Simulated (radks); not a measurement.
The aluminium ion Al3+, configuration [He] 2s2 2p5 5d1 (not the ground configuration).

Calculated with a radial shooting solver on a logarithmic mesh with Libxc functionals: Dirac Kohn-Sham, PBE, spin-unpolarised, spherical densities, finite nucleus; open shells are shared between the two j in proportion to 2j + 1; Fermi nuclear charge, rms radius 3.061 fm.

Energy parts (eV):
part                      energy
total                  -6438.708
kinetic                 6455.313
electron-nucleus      -14816.829
Hartree                 2376.127
exchange-correlation    -453.319

Orbitals (lengths in bohr, moments of r in powers of bohr; r(max) is where P^2 peaks):
orbital     occ.  eigenvalue (eV)   r(max)
1s1/2          2        -1585.887  0.07834
2s1/2          2        -171.6299   0.4878
2p1/2    1.66667        -134.3181   0.4149
2p3/2    3.33333        -133.8267   0.4163
5d3/2        0.4          -8.4085    8.553
5d5/2        0.6          -8.4077    8.554

The highest occupied level is 5d5/2 at -8.408 eV. Summed over all electrons, <r^2> = 74.98 bohr^2, which gives a Langevin (diamagnetic) susceptibility term of -59.4 x 10^-6 cm^3/mol. The density falls to 0.001 e/bohr^3 at r = 1.92 bohr.
